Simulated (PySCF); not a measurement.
**Broadened absorption spectrum of C4H14BPSi**

Species: C₄H₁₄BPSi.
SMILES: `BP[SiH2]C(C)(C)C`

Method used: PySCF 2.14.0, density-fitted response routines, TDDFT CAM-B3LYP/def2-SVPD, vertical, gas phase, core orbitals frozen in the response. One conformer (not necessarily the lowest) at the PBE0-D3(BJ)/def2-SVP geometry, without solvent, vibrations or thermal averaging. Torsions of this conformer, `[BH2:1][PH:2][SiH2:3][C:4]([CH3:5])([CH3:6])[CH3:7]`: B1–P2–Si3–C4 -163°, P2–Si3–C4–C5 -179°.

Broadening: Gaussians 0.25 eV wide at half height, area fixed by f = 4.319×10⁻⁹ ∫ε dν̃. The width is an assumption, not a result. The curve ends short of the highest state used, and states not computed would add to its high-energy end.

```csv
E (eV),ε (L mol⁻¹ cm⁻¹)
4.47,24
4.51,83
4.56,324
4.60,821
4.65,2154
4.69,3970
4.74,6983
4.79,9840
4.83,11035
4.88,10430
4.92,8499
4.97,5389
5.01,3190
5.06,1357
5.10,584
5.15,167
5.19,52
5.24,12
5.29,13
5.33,44
5.38,186
5.42,503
5.47,1425
5.51,2796
5.56,5317
5.60,7579
5.65,9669
5.69,10015
5.74,8572
5.79,5879
5.83,3712
5.88,1740
5.92,877
5.97,513
6.01,613
6.06,1048
6.10,1526
6.15,2096
6.20,2410
6.24,2376
6.29,1997
6.33,1544
6.38,1022
6.42,828
6.47,1135
6.51,2042
6.56,4251
6.60,6857
6.65,10619
6.70,13766
6.74,14949
6.79,14261
6.83,12330
6.88,9391
6.92,7505
6.97,6180
```

Problem. Where are the band maxima, and which computed states make them?

Solution. 256 nm (4.84 eV), ε about 11000, made up of S1 (100%); 218 nm (5.68 eV), ε about 10000, made up of S2 (100%); 200 nm (6.21 eV), ε about 2400, made up of S3 (52%) and S4 (48%); 184 nm (6.75 eV), ε about 15000, made up of S5 (40%) and S6 (59%) (ε in L mol⁻¹ cm⁻¹; maxima over ε = 5, shares over 10%). The states used: S1 4.84 eV (f 0.103); S2 5.68 eV (f 0.093); S3 6.17 eV (f 0.013); S4 6.27 eV (f 0.012); S5 6.69 eV (f 0.065); S6 6.79 eV (f 0.087); S7 7.04 eV (f 0.044); S8 7.40 eV (f 0.012); S9 7.51 eV (f 0.025); S10 7.57 eV (f 0.024).

Problem. What would ε be at 6.75 eV, the highest of these maxima, with half the width (0.125 eV)?

Solution. About 22500 L mol⁻¹ cm⁻¹ against 15000, a factor of about 1.5; a lone state at its own centre would give exactly 2.

Problem. Coming from long wavelengths, where does ε first pass 100 L mol⁻¹ cm⁻¹?

Solution. At about 274 nm (4.52 eV), 0.32 eV below S1.

Problem. On this curve, what absorbance would a 10⁻³ mol/L sample give at 266 nm over a 1 cm path?

Solution. 266 nm is 4.661 eV, where ε is about 2600 L mol⁻¹ cm⁻¹, so A = ε c l ≈ 2.6 (Beer–Lambert, with the gas-phase spectrum and the assumed width).

All these states lie below the vertical ionisation energy of 9.05 eV (ΔSCF).
